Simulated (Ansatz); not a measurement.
Cost and result for the atomization energy of `N[SiH2]N1C[SiH2]1` (13 atoms, 13 bonds).

```xyz
13

N    -1.558   -1.163    1.502
Si    0.053   -0.689    1.174
N     0.267    0.387   -0.139
C     0.107    0.180   -1.606
Si    1.104    1.590   -0.996
H    -1.936   -2.010    1.114
H    -2.280   -0.498    1.725
H     0.761   -1.975    0.921
H     0.623    0.034    2.339
H    -0.903    0.322   -1.987
H     0.600   -0.701   -2.019
H     0.578    2.973   -0.968
H     2.584    1.550   -1.059
```

Total charge 0; spin multiplicity 1. All single points use the PBE0-D4/def2-TZVP geometry. It is one conformer, not always the lowest. Program: Ansatz. All runs use 4 threads of an Arm Neoverse V1 on a shared host. Times are those of one run each, without the atoms' runs, and a repeat can differ threefold. Electronic energies, without spin–orbit coupling; frozen cores. CCSD(T)/CBS adds CCSD(T) − MP2 in def2-TZVPP to the MP2 limit, and its time is that of the two runs behind it. T1 = 0.012. B3LYP takes the VWN-RPA correlation (the form of Gaussian; ORCA's B3LYP/G).

CCSD(T)/CBS is a level of theory with its own doubt, some kJ/mol a heavy atom from the limit and from the frozen cores, so smaller differences don't rank the functionals.

| level | functions | wall time | atomization (kcal/mol) | difference from CCSD(T)/CBS | per bond |
| --- | --- | --- | --- | --- | --- |
| LDA (SPW92)/def2-TZVPP | 289 | 1.6 s | 1214.7 | 144.0 | 11.1 |
| PBE-D4/def2-TZVPP (with forces) | 289 | 3.2 s | 1081.9 | 11.2 | 0.9 |
| BHLYP-D4/def2-TZVPP | 289 | 4.2 s | 1045.8 | -24.9 | -1.9 |
| CAM-B3LYP-D4/def2-TZVPP | 289 | 4.7 s | 1078.0 | 7.3 | 0.6 |
| r2SCAN-D4/def2-TZVPP (with forces) | 289 | 6.5 s | 1066.5 | -4.2 | -0.3 |
| B3LYP-D4/def2-TZVPP (with forces) | 289 | 6.5 s | 1073.3 | 2.6 | 0.2 |
| CCSD(T)/def2-SVP | 118 | 7 s | 985.5 | -85.2 | -6.6 |
| B2PLYP/def2-TZVPP | 289 | 7.5 s | 1058.0 | -12.7 | -1.0 |
| PBE-QIDH/def2-TZVPP | 289 | 7.5 s | 1057.2 | -13.5 | -1.0 |
| B97M-V/def2-TZVPP | 289 | 12 s | 1072.7 | 2.0 | 0.2 |
| MP2/def2-QZVPP | 551 | 32 s | 1067.4 | -3.3 | -0.2 |
| CCSD(T)/def2-TZVPP | 289 | 4.1 min | 1036.6 | -34.1 | -2.6 |
| CCSD(T)/CBS(def2) | – | 4.6 min | 1070.7 | 0.0 | 0.0 |

At CCSD(T), def2-SVP lies −85.2 kcal/mol from the extrapolated value and def2-TZVPP −34.1 kcal/mol: correlation converges slowly with the basis, and small sets miss more of it in the bonded molecule than in its fragments. Leaving LDA and LC-ωPBE aside and taking each functional with its dispersion term where it has one, the values spread over 36.1 kcal/mol, from BHLYP-D4 to PBE-D4. LDA lies +139.8 kcal/mol from PBE without D4, its usual overbinding. From PBE to PBE0 (25 % exact exchange), in def2-TZVPP and without D4, the atomization energy moves by −15.1 kcal/mol: exact exchange takes away binding that semilocal exchange gives to molecules.
